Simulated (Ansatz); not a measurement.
Compare A (`O=[CH][GeH2][SiH3]`) with its isomer B (`[SiH3][GeH]1[CH2][O]1`).

Computed with Ansatz on PBE0-D4/def2-TZVP structures; ΔE is electronic, products minus reactants. CCSD(T)/CBS adds triple-zeta CCSD(T) − MP2 to the extrapolated MP2 energy (def2 sets, frozen cores). DFT in def2-TZVPP. B3LYP here is the variant with VWN-RPA as its local correlation; programs differ in this. For Ge outer-core shells are correlated without core-valence functions, which leaves a few kJ/mol of doubt a bond. Scalar relativity is left out up to krypton. One conformer a species, not always the lowest.

**Question.** Which isomer does CCSD(T)/CBS put lower? Give the gap. (An estimate is asked.)

**Answer.** Ansatz gave: A, by 4.4 kcal/mol.

**Question.** Give E(B) − E(A) in kcal/mol with B3LYP-D4, ωB97M-V, CCSD/def2-TZVPP, PBE-D4, r2SCAN-D4, PBE0-D4, CCSD(T)/def2-TZVPP. (Estimate.)

**Answer.** Computed: B3LYP-D4 8.2, ωB97M-V 6.6, CCSD/def2-TZVPP 7.6, PBE-D4 5.0, r2SCAN-D4 4.7, PBE0-D4 5.2, CCSD(T)/def2-TZVPP 6.3. None reverses the order clearly.

Largest T1 diagnostic: 0.015.

In def2-TZVPP, CCSD(T) changes the Hartree–Fock value by −9.1 kcal/mol (the triples alone add −1.2 kcal/mol) and MP2 by −12.0 kcal/mol.
